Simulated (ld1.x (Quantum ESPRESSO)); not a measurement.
**copper: one change to a TM semilocal potential, before and after**

```
Element                 : Cu (Z = 29)
Generator               : ld1.x (Quantum ESPRESSO) 7.5
Type                    : norm-conserving Troullier–Martins (semilocal form)
Functional              : PBE
Relativity              : scalar-relativistic
Frozen core             : [Ar]
Valence charge          : 11
Reference configuration : 3d10 4s0.5 4p0.5
Partial waves           : 4s (bound): rc 2.05 bohr; 4p (bound): rc 2.50 bohr; 3d (bound): rc 1.25 bohr
Local potential         : the d channel
Core correction         : none
```

All-electron outer shells of the reference configuration (PBE, scalar-relativistic, ld1.x):

| shell | level (eV) | outermost node (bohr) | outermost maximum (bohr) |
| --- | --- | --- | --- |
| 3s | -115.85 | 0.29 | 0.61 |
| 3p | -73.30 | 0.26 | 0.62 |
| 3d | -6.18 | – | 0.60 |
| 4s | -5.42 | 0.89 | 2.24 |
| 4p | -1.27 | 0.97 | 3.47 |

Change: all radii scaled by about 1.30 (s 2.66, p 3.26, d 1.62 bohr).

Cutoffs: the cutoffs (Ry, on a coarse ladder) from which the occupation-weighted sum of valence levels, in a spherical-Bessel basis at the reference potential, stays within 10 and 1 mRy of its value at 400 Ry; they do not see the model core or the augmentation charge, which bear on the density cutoff. Errors are all-electron minus pseudo energies relative to the spin-unpolarised reference configuration.

Q: What does the change do?

A: The potential gets softer (160 Ry and 300 Ry → 110 Ry and 200 Ry); of the 7 tests that both files solve, the error grows in 4 and shrinks in 2 by more than 15 % and 0.3 meV (median size 14.5 → 43.4 meV); neither file shows a bound ghost. A larger radius leaves more room for a smooth pseudo-wave, so fewer plane waves are needed. A semilocal file is local in each channel, so a ghost entry of none says nothing of the separable form that plane-wave codes build from it.

| quantity | base | changed |
| --- | --- | --- |
| cutoff, loose | 160 Ry | 110 Ry |
| cutoff, tight | 300 Ry | 200 Ry |
| loose cutoff by channel (10 mRy a level) | s 8 Ry, p 6 Ry, d 140 Ry | s 6 Ry, p 6 Ry, d 90 Ry |
| bound ghosts | none | none |
| error for 3d10 4s1 4p0, meV [ΔE -2.01 eV] | +0.6 | +1.6 |
| error for 3d10 4s0 4p0, meV [ΔE 6.14 eV] | +1.9 | +5.4 |
| error for 3d9 4s0 4p0, meV [ΔE 27.47 eV] | +14 | -83 |
| error for 3d7 4s0 4p0, meV [ΔE 126.20 eV] | -1129 | -1407 |
| error for 3d9 4s1 4p1, meV [ΔE 4.80 eV] | -105 | -76 |
| error for 3d9 4s2 4p0, meV [ΔE -0.04 eV] | -120 | -43 |
| error for 3d10 4s0.5 4p0, meV [ΔE 1.15 eV] | 0.0 | 0.0 |
